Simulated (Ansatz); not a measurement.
One change: `NCC1O[SiH2]1` becomes `CC1O[SiH2]1`.

Ansatz, PBE0-D4/def2-TZVP geometries, multiplicity 1. Each molecule was computed in one conformer, which needn't be the lowest.

```tsv
property	`NCC1O[SiH2]1`
zero-point energy (PBE0-D4/def2-TZVP) / kJ/mol	245.2
LUMO energy (ωB97M-V/def2-TZVPP) / eV	1.17
LUMO energy (PBE/def2-TZVPP) / eV	-1.38
ideal-gas entropy at 298 K and 1 bar (rigid rotor, harmonic PBE0-D4/def2-TZVP) / J/(mol·K)	324
LUMO energy (B3LYP/def2-TZVPP) / eV	-0.79
LUMO energy (PBE0/def2-TZVPP) / eV	-0.56
```

Question: What does the change do to each property? (An estimate is asked.)

Answer: Computed: 
| property | `CC1O[SiH2]1` | shift |
| --- | --- | --- |
| zero-point energy (PBE0-D4/def2-TZVP) / kJ/mol | 197.3 | -47.9 |
| LUMO energy (ωB97M-V/def2-TZVPP) / eV | 1.28 | 0.11 |
| LUMO energy (PBE/def2-TZVPP) / eV | -1.30 | 0.08 |
| ideal-gas entropy at 298 K and 1 bar (rigid rotor, harmonic PBE0-D4/def2-TZVP) / J/(mol·K) | 296 | -28 |
| LUMO energy (B3LYP/def2-TZVPP) / eV | -0.70 | 0.09 |
| LUMO energy (PBE0/def2-TZVPP) / eV | -0.46 | 0.10 |

With PBE0 the HOMO falls by 0.55 eV and the LUMO rises by 0.10 eV, so the gap widens by about 0.65 eV. PBE moves the HOMO by -0.71 eV and ωB97M-V by -0.45 eV. The zero-point energy changes by -47.9 kJ/mol with -6 modes.

Positive LUMOs are unbound, so they and the gaps depend on the basis.

B3LYP here is the variant with VWN-RPA as its local correlation; programs differ in this.
